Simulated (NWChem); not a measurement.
System: PbHBr, singlet; SMILES [Br][PbH]

Input file for NWChem:

```
start job
memory heap 200 mb stack 900 mb global 1100 mb
geometry units angstroms noautoz
  Pb     0.025038    -0.794767     0.000000
  H     -1.830858    -0.921540     0.000000
  Br     0.008645     1.840122     0.000000
end
basis spherical
  * library def2-tzvp
end
ecp
  Pb library def2-ecp
end
dft
  xc m06
  iterations 150
  mulliken
end
task dft energy
```

Low-valent species are run as closed-shell singlets; no triplet was tried in these runs. Geometry: optimised at PBE0/def2-SVP. def2 effective core potentials on Pb; no spin-orbit coupling.

Question: What results follow from this input? (M06/def2-TZVP with def2 effective core potentials on Pb.) Quantities: energy (Ha); highest occupied level (eV); orbital gap (eV); dipole (D).

Answer: 
```
Property                        Value
---------------------------  --------
energy (Ha)                  -2767.61
highest occupied level (eV)     -6.93
orbital gap (eV)                 3.72
dipole (D)                       3.83
```
